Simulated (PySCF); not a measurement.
Positional isomers: thieno[3,2-b]thiophene methoxy+silyl. Gas-phase values, no solvent. One relaxed conformer stands for each flexible species; it need not be the lowest. Strings in code marks are SMILES.

The numbers are results of PBE-D3(BJ)/def2-TZVP // PBE0-D3(BJ)/def2-SVP in PySCF, not measurements. Excitations are Tamm–Dancoff values on a coarser integration grid. The basis has no diffuse functions, so Rydberg states are missing or too high.

```tsv
species	LUMO (eV)	S1–T1 gap (TDA) (eV)	S1 oscillator strength
`COc1c([SiH3])sc2ccsc12` (C–O–C–C torsion 177°)	-1.81	1.09	0.152
`COc1cc2c(c(cs2)[SiH3])s1` (C–O–C–S torsion 0°)	-1.44	0.94	?
`c1c([SiH3])c2c(c(cs2)OC)s1` (C–O–C–C torsion 0°)	-1.67	0.86	?
`c1([SiH3])c(sc2c1scc2)OC` (C–O–C–S torsion 1°)	?	0.96	0.000
```

Q: What belongs in the gaps?

A: 
- `COc1cc2c(c(cs2)[SiH3])s1` (C–O–C–S torsion 0°), S1 oscillator strength: 0.000
- `c1c([SiH3])c2c(c(cs2)OC)s1` (C–O–C–C torsion 0°), S1 oscillator strength: 0.067
- `c1([SiH3])c(sc2c1scc2)OC` (C–O–C–S torsion 1°), LUMO (eV): -1.37
